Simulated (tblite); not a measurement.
Record of a relaxation.

C₄H₁₀SeSi (charge +1 and doublet state).
SMILES with atom numbers: `[CH3:1][C@H:2]1[CH2:3][SiH2:4][CH2:5][Se+:6]1` (hydrogens: H7, H8, H9 on C1; H10 on C2; H11, H12 on C3; H13, H14 on Si4; H15, H16 on C5)

Computed with GFN2-xTB (tblite), gas phase: L-BFGS steps from a force-field or distance-geometry start until the largest atomic force falls under 0.01 eV/Å. 10 of its 124 geometries are shown.

Step 0: E = -491.8580 eV, largest atomic force 2.614 eV/Å
```
atom  x, y, z in Å  |  force x, y, z in eV/Å
C1      2.300   -0.008   -0.424    0.681   0.557  -1.034
C2      0.792    0.026   -0.434    0.283  -0.349   0.396
C3      0.164   -0.842    0.637   -0.783  -0.304  -0.004
Si4    -1.661   -0.572    0.216   -1.461  -2.131   0.397
C5     -1.830    1.288    0.157    0.392   0.513  -0.353
Se6     0.059    1.771    0.042   -0.148   1.323   0.112
H7      2.744    0.798    0.178   -0.118  -0.363  -0.044
H8      2.689   -0.971   -0.080   -0.184   0.268  -0.065
H9      2.627    0.144   -1.476    0.204  -0.104   0.697
H10     0.407   -0.196   -1.439    0.078  -0.210   0.174
H11     0.374   -0.490    1.657    0.313  -0.275  -0.319
H12     0.388   -1.910    0.542    0.372   0.351   0.066
H13    -1.886   -1.155   -1.109   -0.015   0.078  -0.056
H14    -2.543   -1.167    1.232    0.102   0.212  -0.062
H15    -2.307    1.682    1.064    0.231   0.312  -0.512
H16    -2.324    1.610   -0.775    0.052   0.122   0.606
```

Step 14: E = -492.3328 eV, largest atomic force 0.247 eV/Å
```
atom  x, y, z in Å  |  force x, y, z in eV/Å
C1      2.313    0.035   -0.421    0.053   0.012  -0.010
C2      0.793    0.054   -0.407    0.072   0.224  -0.075
C3      0.110   -0.868    0.599    0.042   0.043  -0.047
Si4    -1.765   -0.716    0.269   -0.105  -0.028   0.002
C5     -1.744    1.235    0.140    0.002   0.053  -0.020
Se6     0.056    1.876   -0.057    0.051  -0.086  -0.024
H7      2.760    0.775    0.242   -0.091  -0.067   0.038
H8      2.658   -0.946   -0.101    0.047   0.007  -0.035
H9      2.695    0.208   -1.428   -0.021   0.028   0.112
H10     0.415   -0.176   -1.411    0.045  -0.060  -0.017
H11     0.353   -0.571    1.621    0.107  -0.035   0.015
H12     0.517   -1.867    0.458   -0.090  -0.091   0.019
H13    -2.022   -1.203   -1.087   -0.066  -0.046   0.004
H14    -2.673   -1.157    1.316    0.065   0.070   0.017
H15    -2.176    1.757    0.994   -0.057  -0.005  -0.022
H16    -2.297    1.573   -0.739   -0.053  -0.019   0.044
```

Step 27: E = -492.4229 eV, largest atomic force 0.243 eV/Å
```
atom  x, y, z in Å  |  force x, y, z in eV/Å
C1      2.341    0.078   -0.340   -0.021   0.040   0.054
C2      0.825    0.038   -0.488   -0.010  -0.156   0.031
C3      0.116   -0.910    0.485   -0.053   0.066  -0.037
Si4    -1.797   -0.701    0.336    0.161  -0.003   0.012
C5     -1.764    1.236    0.084    0.042  -0.041  -0.021
Se6     0.020    1.850   -0.233    0.194   0.001  -0.074
H7      2.656    0.656    0.528   -0.090  -0.054   0.059
H8      2.712   -0.939   -0.207   -0.019   0.067  -0.085
H9      2.833    0.506   -1.213   -0.123  -0.039   0.012
H10     0.562   -0.237   -1.517    0.011   0.031   0.012
H11     0.478   -0.683    1.496   -0.131  -0.172  -0.110
H12     0.415   -1.938    0.251    0.018   0.216   0.083
H13    -2.304   -1.329   -0.887    0.065   0.058   0.023
H14    -2.598   -0.948    1.525    0.084  -0.034   0.077
H15    -2.135    1.801    0.941   -0.079   0.003  -0.060
H16    -2.369    1.531   -0.773   -0.049   0.019   0.024
```

Step 41: E = -492.4709 eV, largest atomic force 0.055 eV/Å
```
atom  x, y, z in Å  |  force x, y, z in eV/Å
C1      2.324    0.099   -0.269    0.017   0.010   0.009
C2      0.831    0.007   -0.523   -0.013   0.030  -0.017
C3      0.101   -0.943    0.408   -0.018  -0.010   0.015
Si4    -1.796   -0.675    0.393   -0.028   0.001  -0.017
C5     -1.763    1.240    0.021    0.037   0.026  -0.023
Se6     0.015    1.829   -0.405   -0.020  -0.013   0.010
H7      2.522    0.493    0.725    0.041  -0.003   0.021
H8      2.762   -0.895   -0.330    0.006  -0.004  -0.025
H9      2.819    0.730   -1.005    0.004   0.014   0.009
H10     0.658   -0.276   -1.568   -0.033  -0.016  -0.026
H11     0.486   -0.809    1.421    0.007   0.000   0.027
H12     0.359   -1.960    0.116    0.004  -0.020   0.018
H13    -2.426   -1.349   -0.742    0.005   0.039   0.039
H14    -2.392   -0.844    1.712    0.002  -0.028  -0.026
H15    -2.106    1.849    0.859   -0.001  -0.012  -0.025
H16    -2.401    1.512   -0.822   -0.009  -0.015   0.011
```

Step 55: E = -492.4742 eV, largest atomic force 0.035 eV/Å
```
atom  x, y, z in Å  |  force x, y, z in eV/Å
C1      2.329    0.096   -0.280   -0.011   0.000  -0.004
C2      0.830    0.007   -0.511    0.008   0.001  -0.011
C3      0.102   -0.937    0.430    0.015   0.000  -0.006
Si4    -1.795   -0.672    0.391   -0.009   0.002   0.019
C5     -1.761    1.242    0.017    0.001   0.000   0.007
Se6     0.018    1.830   -0.397    0.005   0.006   0.010
H7      2.546    0.468    0.720    0.019  -0.009  -0.001
H8      2.769   -0.895   -0.373   -0.013   0.010  -0.011
H9      2.809    0.746   -1.010   -0.009   0.001   0.023
H10     0.640   -0.282   -1.552   -0.008  -0.006  -0.007
H11     0.480   -0.793    1.445   -0.003   0.021   0.005
H12     0.366   -1.956    0.152    0.001  -0.015   0.001
H13    -2.426   -1.315   -0.756    0.001  -0.026  -0.023
H14    -2.405   -0.887    1.696   -0.004   0.018  -0.001
H15    -2.115    1.855    0.847    0.001  -0.003  -0.006
H16    -2.396    1.503   -0.832    0.004   0.002   0.005
```

Step 68: E = -492.4768 eV, largest atomic force 0.028 eV/Å
```
atom  x, y, z in Å  |  force x, y, z in eV/Å
C1      2.328    0.086   -0.298    0.025   0.004   0.012
C2      0.826    0.006   -0.504    0.015  -0.005  -0.001
C3      0.103   -0.926    0.454    0.004   0.000   0.004
Si4    -1.795   -0.677    0.385    0.002  -0.001  -0.014
C5     -1.759    1.240    0.019    0.005   0.011  -0.009
Se6     0.027    1.830   -0.355   -0.002   0.011  -0.006
H7      2.568    0.402    0.716   -0.003  -0.011  -0.003
H8      2.770   -0.895   -0.459   -0.015   0.003   0.000
H9      2.793    0.779   -0.998   -0.018  -0.012   0.002
H10     0.617   -0.283   -1.542   -0.015   0.007  -0.002
H11     0.467   -0.745    1.468    0.007  -0.007   0.005
H12     0.384   -1.950    0.210    0.006   0.005  -0.008
H13    -2.392   -1.328   -0.779    0.008  -0.001   0.011
H14    -2.438   -0.881    1.675   -0.004  -0.003   0.014
H15    -2.129    1.855    0.840   -0.019  -0.005   0.007
H16    -2.379    1.495   -0.841    0.004   0.003  -0.010
```

Step 82: E = -492.4777 eV, largest atomic force 0.024 eV/Å
```
atom  x, y, z in Å  |  force x, y, z in eV/Å
C1      2.328    0.079   -0.305    0.005  -0.007  -0.008
C2      0.824    0.018   -0.493   -0.002  -0.005  -0.001
C3      0.108   -0.918    0.467   -0.006  -0.005  -0.004
Si4    -1.790   -0.676    0.388   -0.016   0.005   0.007
C5     -1.762    1.240    0.011    0.003   0.009   0.007
Se6     0.028    1.842   -0.325    0.009  -0.005   0.007
H7      2.586    0.360    0.715    0.001   0.001  -0.011
H8      2.751   -0.903   -0.503    0.020   0.004   0.013
H9      2.789    0.786   -0.992    0.003   0.001   0.006
H10     0.599   -0.265   -1.529   -0.013   0.015  -0.004
H11     0.473   -0.739    1.481    0.000   0.000  -0.003
H12     0.392   -1.940    0.218    0.006  -0.005   0.001
H13    -2.370   -1.341   -0.774   -0.008  -0.004  -0.009
H14    -2.446   -0.875    1.673    0.006   0.004   0.005
H15    -2.156    1.853    0.822   -0.016   0.009  -0.005
H16    -2.364    1.488   -0.865    0.008  -0.017   0.000
```

Step 96: E = -492.5015 eV, largest atomic force 0.129 eV/Å
```
atom  x, y, z in Å  |  force x, y, z in eV/Å
C1      2.326    0.074   -0.296    0.045   0.007   0.000
C2      0.823    0.073   -0.480   -0.046   0.052   0.010
C3      0.120   -0.940    0.412   -0.095   0.000   0.045
Si4    -1.775   -0.666    0.464   -0.024  -0.009   0.126
C5     -1.770    1.244   -0.021    0.114   0.022  -0.010
Se6     0.031    1.877   -0.070    0.034  -0.063   0.058
H7      2.599    0.298    0.735   -0.027   0.044  -0.058
H8      2.714   -0.917   -0.527   -0.028   0.025  -0.029
H9      2.822    0.783   -0.958   -0.044   0.020   0.033
H10     0.557   -0.093   -1.529    0.047  -0.026  -0.051
H11     0.532   -0.864    1.421    0.019  -0.037   0.009
H12     0.374   -1.937    0.052    0.003  -0.003   0.023
H13    -2.461   -1.380   -0.604   -0.040  -0.010  -0.052
H14    -2.357   -0.756    1.799    0.029   0.014   0.000
H15    -2.349    1.915    0.612    0.001  -0.076   0.007
H16    -2.195    1.298   -1.020    0.013   0.040  -0.109
```

Step 109: E = -492.5316 eV, largest atomic force 0.044 eV/Å
```
atom  x, y, z in Å  |  force x, y, z in eV/Å
C1      2.309    0.096   -0.279    0.003  -0.009   0.001
C2      0.805    0.107   -0.446    0.007   0.016   0.009
C3      0.104   -0.981    0.366   -0.008  -0.002   0.017
Si4    -1.777   -0.653    0.549   -0.011   0.000  -0.004
C5     -1.736    1.216   -0.108   -0.022   0.030  -0.023
Se6     0.027    1.857    0.149   -0.007  -0.013   0.011
H7      2.590    0.228    0.764    0.011   0.011  -0.010
H8      2.693   -0.867   -0.611    0.038   0.008  -0.014
H9      2.787    0.872   -0.875   -0.015  -0.011   0.011
H10     0.537    0.040   -1.505   -0.001  -0.031   0.002
H11     0.565   -1.025    1.356    0.005  -0.024   0.007
H12     0.309   -1.945   -0.101    0.015   0.010  -0.021
H13    -2.612   -1.378   -0.404    0.001  -0.003   0.017
H14    -2.205   -0.603    1.945   -0.007   0.017  -0.025
H15    -2.456    1.879    0.362   -0.001   0.006   0.004
H16    -1.946    1.167   -1.176   -0.009  -0.003   0.019
```

Step 123: E = -492.5337 eV, largest atomic force 0.008 eV/Å
```
atom  x, y, z in Å  |  force x, y, z in eV/Å
C1      2.313    0.101   -0.269    0.002   0.003  -0.003
C2      0.809    0.100   -0.442   -0.003  -0.003   0.000
C3      0.101   -0.995    0.355    0.000  -0.006   0.003
Si4    -1.776   -0.646    0.558   -0.002   0.003   0.005
C5     -1.740    1.216   -0.121   -0.007  -0.003   0.001
Se6     0.022    1.849    0.149    0.003   0.003  -0.003
H7      2.591    0.221    0.776   -0.002   0.000   0.002
H8      2.719   -0.846   -0.619   -0.001   0.000   0.000
H9      2.778    0.897   -0.848    0.002   0.000   0.000
H10     0.550    0.030   -1.504   -0.001  -0.001   0.004
H11     0.570   -1.073    1.339   -0.002  -0.001  -0.004
H12     0.289   -1.948   -0.140    0.001   0.005  -0.002
H13    -2.635   -1.386   -0.359    0.004   0.001  -0.002
H14    -2.186   -0.553    1.957   -0.001   0.000  -0.001
H15    -2.461    1.882    0.345    0.003   0.001  -0.003
H16    -1.950    1.159   -1.188    0.004  -0.003   0.005
```

**Question.** Summarise the path.

**Answer.** The energy falls by 0.6758 eV from step 0 to step 123; nine tenths of that is first reached at step 37. It rises by more than 0.2 meV at steps 32 and 91. The largest force goes from 2.614 to 0.008 eV/Å. Among the bonds Si4–C5 changes most, from 1.869 to 1.983 Å; the atoms move by 0.648 Å rms after alignment.

**Question.** Follow the three bonds and two angles with the largest change from start to end.

**Answer.** 
```tsv
step	E above end (eV)	largest force (eV/Å)	Si4–C5 (Å)	C5–Se6 (Å)	C2–Se6 (Å)	C2–C3–Si4 (°)	C3–Si4–H13 (°)
0	0.6758	2.614	1.869	1.953	1.952	99.2	107.0
5	0.2771	0.386	1.960	1.923	2.047	104.7	105.7
11	0.2154	0.248	1.965	1.925	1.976	106.1	106.7
16	0.1930	0.175	1.951	1.919	1.992	106.1	108.3
21	0.1625	0.234	1.965	1.924	1.984	108.2	112.1
27	0.1108	0.243	1.954	1.913	1.999	110.0	111.2
32	0.0858	0.276	1.941	1.926	2.003	112.4	110.1
37	0.0671	0.119	1.953	1.914	1.998	112.2	111.3
43	0.0620	0.036	1.949	1.918	1.997	112.5	111.7
48	0.0609	0.040	1.952	1.919	1.999	112.2	112.2
53	0.0598	0.031	1.951	1.918	1.999	112.2	112.5
59	0.0587	0.039	1.952	1.919	1.999	112.1	112.4
64	0.0576	0.036	1.952	1.918	1.999	111.9	112.3
70	0.0568	0.019	1.953	1.918	1.998	111.6	111.9
75	0.0564	0.021	1.953	1.918	1.999	111.4	111.9
80	0.0562	0.031	1.953	1.917	1.997	111.4	111.7
86	0.0550	0.081	1.955	1.920	1.998	111.3	111.0
91	0.0525	0.291	1.976	1.915	2.011	112.4	109.4
96	0.0323	0.129	1.971	1.909	2.012	112.2	112.1
102	0.0094	0.089	1.988	1.892	2.007	112.0	113.8
107	0.0027	0.058	1.984	1.893	2.005	112.4	114.7
112	0.0009	0.039	1.983	1.892	2.006	112.3	114.5
118	0.0001	0.014	1.982	1.893	2.007	112.3	114.8
123	0.0000	0.008	1.983	1.892	2.007	112.2	114.7
```

What follows is the cost of the whole relaxation. Time: 0.89 s. Hardware: an INTEL XEON PLATINUM 8581C at 2.10 GHz with one thread, on a shared host.
